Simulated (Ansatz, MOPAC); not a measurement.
Molecule: BH3, charge 0, multiplicity 1. SMILES: B
Structure (B3LYP-D3(BJ)/def2-TZVP (Ansatz, a program for electronic structure) minimum search):
```
B
H 1 1.1893
H 1 1.1893 2 120.00
H 1 1.1893 2 120.00 3 180.00
```

Quantity: vertical ionisation energy to the doublet, in eV. Terms: 6-31G* and kin with 6d, 5d where marked; open shells spin-unrestricted; 6-311+G** with 5d; PM7 with its own dispersion and hydrogen-bond terms; dispersion terms only where a functional's name holds one; frozen cores in correlated levels; no spin-orbit coupling; each state is the SCF solution reached for its charge and spin; non-relativistic. First-principles rows: single points at B3LYP-D3(BJ) geometries (Ansatz). Semi-empirical rows: differences of heats of formation at the shared geometry for vertical values.

```csv
level,program,vertical ionisation energy to the doublet (eV)
PM6,MOPAC,11.55
PM7,MOPAC,11.72
MNDO,MOPAC,13.22
HF/6-311+G**,Ansatz,12.43
PBE/6-31G*,Ansatz,12.87
B3LYP/3-21G,Ansatz,13.29
B3LYP/6-31G*,Ansatz,13.12
MP2/6-31G*,Ansatz,12.91
MP2/6-311+G**,Ansatz,13.14
B3LYP/def2-TZVPD,Ansatz,13.14
```

No value to compare with is used here. The 9 habitual levels span 11.55 (PM6) to 13.29 eV (B3LYP/3-21G); B3LYP/def2-TZVPD gives 13.14.

The levels are drawn from those run, B3LYP/6-31G* more often than the rest, none by its result; left out are runs that failed, that the program found above a lower state of the same kind, or whose <S^2> lies over 0.5 above the pure value.
